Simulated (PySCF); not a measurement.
C₂H₄NO, SMILES CC([NH])=O, multiplicity 2. Atoms are numbered in the order given.

```xyz
8

C     -1.3379    -0.3629     0.1851
C      0.0865     0.0588    -0.0673
N      1.0577    -0.6013     0.6703
O      0.4013     0.9921    -0.7933
H     -2.0146     0.1927    -0.4762
H     -1.4458    -1.4458     0.0178
H     -1.5947    -0.1687     1.2378
H      1.9492    -0.4808     0.1675
```
Charge 0, spin multiplicity 2.

Coordinates come from a ωB97X-D3(BJ)/def2-SVP optimisation. The isomer is the one that the SMILES or the coordinates give; other isomers of the formula were not compared. Other conformers were not sampled.

Two levels are set side by side: PBE/pcH-1 (PySCF) and B3LYP/pcH-1 (PySCF). Contact hyperfine couplings, same geometry. Differences are taken from unrounded values.

| quantity | PBE |
|---|---|
| A(iso) of 13C, atom C1 (MHz) | -5.1 |
| A(iso) of 13C, atom C2 (MHz) | -29.9 |
| A(iso) of 14N, atom N3 (MHz) | 20.8 |
| A(iso) of 17O, atom O4 (MHz) | -12.6 |
| A(iso) of 1H, atom H5 (MHz) | 5.4 |
| A(iso) of 1H, atom H6 (MHz) | 15.9 |
| A(iso) of 1H, atom H7 (MHz) | -8.2 |
| A(iso) of 1H, atom H8 (MHz) | -19.6 |

**Question.** These are the PBE values. What does B3LYP give? (The exact figures need the calculation; the answer reports its results.)

**Answer.** 
```json
[
 {"quantity": "A(iso) of 13C, atom C1 (MHz)", "B3LYP": "-4.5", "PBE minus B3LYP": "-0.6"},
 {"quantity": "A(iso) of 13C, atom C2 (MHz)", "B3LYP": "-37.0", "PBE minus B3LYP": "7.1"},
 {"quantity": "A(iso) of 14N, atom N3 (MHz)", "B3LYP": "26.2", "PBE minus B3LYP": "-5.4"},
 {"quantity": "A(iso) of 17O, atom O4 (MHz)", "B3LYP": "-19.7", "PBE minus B3LYP": "7.1"},
 {"quantity": "A(iso) of 1H, atom H5 (MHz)", "B3LYP": "3.4", "PBE minus B3LYP": "2.0"},
 {"quantity": "A(iso) of 1H, atom H6 (MHz)", "B3LYP": "6.6", "PBE minus B3LYP": "9.3"},
 {"quantity": "A(iso) of 1H, atom H7 (MHz)", "B3LYP": "-12.2", "PBE minus B3LYP": "4.0"},
 {"quantity": "A(iso) of 1H, atom H8 (MHz)", "B3LYP": "-40.3", "PBE minus B3LYP": "20.7"}
]
```

Rough cost on one machine, each run with all the roots and properties that it gave: B3LYP against PBE within a factor of 2.
